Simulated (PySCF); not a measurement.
C₃H₆O₂Si.

```xyz
12

C      2.5828     0.5354     0.0000
C      1.3630     0.0126     0.0000
O      0.5243    -0.3429     1.0152
C     -0.4097    -0.7173     0.0000
Si    -2.0005     0.3558     0.0000
O      0.5243    -0.3429    -1.0152
H      3.0771     0.7457    -0.9465
H      3.0771     0.7457     0.9465
H     -0.5889    -1.8093     0.0000
H     -2.7902     0.0274     1.2218
H     -2.7902     0.0274    -1.2218
H     -1.5832     1.7846     0.0000
```
Charge 0, spin multiplicity 1.

Geometry optimised at PBE0-D3(BJ)/def2-SVP. This is a generated structure with no PubChem entry under its InChIKey; it may be hypothetical.

Computed with PBE/pcSseg-1 in PySCF. Non-relativistic, no solvent.

Computed absolute GIAO shielding of each atom: isotropic value and principal components (ppm):
| atom | σ(iso) | σ11 | σ22 | σ33 | span |
|---|---|---|---|---|---|
| C1 | 126.8 | 58.3 | 159.9 | 162.3 | 104.0 |
| C2 | 5.4 | -82.0 | 46.1 | 52.1 | 134.1 |
| O3 | 153.0 | 84.1 | 141.7 | 233.3 | 149.2 |
| C4 | 65.0 | 27.0 | 68.9 | 99.0 | 71.9 |
| Si5 | 411.0 | 382.8 | 408.3 | 441.9 | 59.1 |
| O6 | 153.0 | 84.1 | 141.7 | 233.3 | 149.2 |
| H7 | 27.9 | 26.0 | 26.0 | 31.8 | 5.8 |
| H8 | 27.9 | 26.0 | 26.0 | 31.8 | 5.8 |
| H9 | 24.4 | 22.9 | 24.6 | 25.7 | 2.8 |
| H10 | 27.2 | 24.5 | 25.3 | 31.9 | 7.4 |
| H11 | 27.2 | 24.5 | 25.3 | 31.9 | 7.4 |
| H12 | 27.2 | 24.2 | 26.3 | 31.1 | 6.9 |
